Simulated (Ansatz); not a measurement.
`CN(C)[Si](F)(F)F`, relaxed with RKS PBE-D4/def2-SVP in Ansatz from a rough embedded geometry. The force threshold is 0.03 eV/Å; the program also tests the step.

Total charge 0; spin multiplicity 1.

Start:

```xyz
13

C     0.070   -1.241   -0.756
N     0.351    0.005   -0.061
C     0.360   -0.298    1.341
Si   -0.293    1.528   -0.524
F     0.419    2.692    0.267
F    -1.868    1.509   -0.369
F     0.058    1.680   -2.121
H     0.190   -1.058   -1.852
H     0.666   -2.070   -0.512
H    -1.008   -1.553   -0.664
H     0.988   -1.189    1.578
H    -0.675   -0.548    1.759
H     0.742    0.544    1.915
```

| step | energy (eV) | largest force (eV/Å) | largest move (Å) |
| --- | --- | --- | --- |
| 1 | -19667.3149 | 3.436 | 0.000 |
| 2 | -19667.6599 | 1.482 | 0.094 |
| 3 | -19667.7732 | 0.301 | 0.200 |
| 4 | -19667.7906 | 0.364 | 0.107 |
| 5 | -19667.8018 | 0.188 | 0.090 |
| 6 | -19667.8040 | 0.115 | 0.082 |
| 7 | -19667.8048 | 0.092 | 0.022 |
| 8 | -19667.8059 | 0.015 | 0.010 |

End:

```xyz
13

C    -0.033   -1.259   -0.818
N     0.073   -0.077    0.022
C     0.297   -0.324    1.437
Si   -0.245    1.480   -0.578
F     0.554    2.577    0.303
F    -1.794    1.961   -0.555
F     0.203    1.569   -2.131
H    -0.136   -0.969   -1.882
H     0.883   -1.887   -0.731
H    -0.906   -1.896   -0.545
H     1.223   -0.925    1.590
H    -0.547   -0.880    1.908
H     0.427    0.632    1.980
```

Run time 16 s (4 threads of an Arm Neoverse V1 on a shared host); peak host memory 0.19 GiB.
